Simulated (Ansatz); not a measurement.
A reaction path, image by image

SiHCl2F, singlet, from a complex of SiCl₂ + HF to SiHCl₂F ([F][SiH]([Cl])[Cl]); PBE0-D4/def2-SVP (Ansatz 0.2.0). Settings:

```yaml
hamiltonian: {xc: pbe0, dispersion: d4}
neb:
  images: 4
  climbing: immediate
  max_iterations: 60
  initial_path: idpp
```

First end:

Si1  (0.382, -1.006, 0.474)
Cl2  (1.562, -0.916, -1.239)
Cl3  (-1.440, -1.625, -0.320)
H4  (-0.189, 2.016, 0.930)
F5  (-0.315, 1.530, 0.154)
(Å)

Second end:

```
atom    x (Å)    y (Å)    z (Å)
 Si1  -0.0019   0.0938   0.0661
 Cl2   1.6776  -0.6177  -0.8106
 Cl3  -1.4188  -1.3493   0.1403
  H4   0.2965   0.5856   1.4159
  F5  -0.5535   1.2876  -0.8117
```

The ends were relaxed with PBE0-D4 in triple zeta, so they are not quite minima here (largest force components 0.27 and 0.81 eV/Å).

Energies along the converged band: It took 8 iterations. Path lengths are measured after rigid turns and shifts between images are taken out.
```csv
image,path length (Å),energy (kcal/mol)
0,0.00,0.00
1,0.61,1.31
2 (climbing),1.22,17.61
3,1.66,-14.53
4,2.10,-51.69
5,2.55,-61.41
```
Energies count from the first end.

The images between the ends:
Image 1:
```json
{"atom": "Si1", "x (Å)": "0.3084", "y (Å)": "-0.7059", "z (Å)": "0.4630"}
{"atom": "Cl2", "x (Å)": "1.5756", "y (Å)": "-0.8041", "z (Å)": "-1.1944"}
{"atom": "Cl3", "x (Å)": "-1.4726", "y (Å)": "-1.5232", "z (Å)": "-0.2600"}
{"atom": "H4", "x (Å)": "-0.0742", "y (Å)": "1.5403", "z (Å)": "0.9431"}
{"atom": "F5", "x (Å)": "-0.3374", "y (Å)": "1.4929", "z (Å)": "0.0482"}
```

Image 2:
```json
{"atom": "Si1", "x (Å)": "0.1888", "y (Å)": "-0.3451", "z (Å)": "0.3500"}
{"atom": "Cl2", "x (Å)": "1.6070", "y (Å)": "-0.7564", "z (Å)": "-1.0887"}
{"atom": "Cl3", "x (Å)": "-1.4585", "y (Å)": "-1.4802", "z (Å)": "-0.1483"}
{"atom": "H4", "x (Å)": "0.0304", "y (Å)": "1.1579", "z (Å)": "0.9902"}
{"atom": "F5", "x (Å)": "-0.3678", "y (Å)": "1.4238", "z (Å)": "-0.1031"}
```

Image 3:
```json
{"atom": "Si1", "x (Å)": "0.1061", "y (Å)": "-0.1420", "z (Å)": "0.2365"}
{"atom": "Cl2", "x (Å)": "1.6130", "y (Å)": "-0.7577", "z (Å)": "-1.0200"}
{"atom": "Cl3", "x (Å)": "-1.4255", "y (Å)": "-1.4753", "z (Å)": "-0.0873"}
{"atom": "H4", "x (Å)": "0.1273", "y (Å)": "1.0094", "z (Å)": "1.1914"}
{"atom": "F5", "x (Å)": "-0.4209", "y (Å)": "1.3656", "z (Å)": "-0.3206"}
```

Image 4:
```json
{"atom": "Si1", "x (Å)": "0.0391", "y (Å)": "0.0124", "z (Å)": "0.1370"}
{"atom": "Cl2", "x (Å)": "1.6351", "y (Å)": "-0.7413", "z (Å)": "-0.8997"}
{"atom": "Cl3", "x (Å)": "-1.3843", "y (Å)": "-1.4545", "z (Å)": "0.0274"}
{"atom": "H4", "x (Å)": "0.2105", "y (Å)": "0.8460", "z (Å)": "1.3363"}
{"atom": "F5", "x (Å)": "-0.5005", "y (Å)": "1.3374", "z (Å)": "-0.6011"}
```

The band counts as converged below 0.05 eV/Å. Hardware: 2 CPU threads of an Arm Neoverse V1, shared host. Wall time about 64 s.
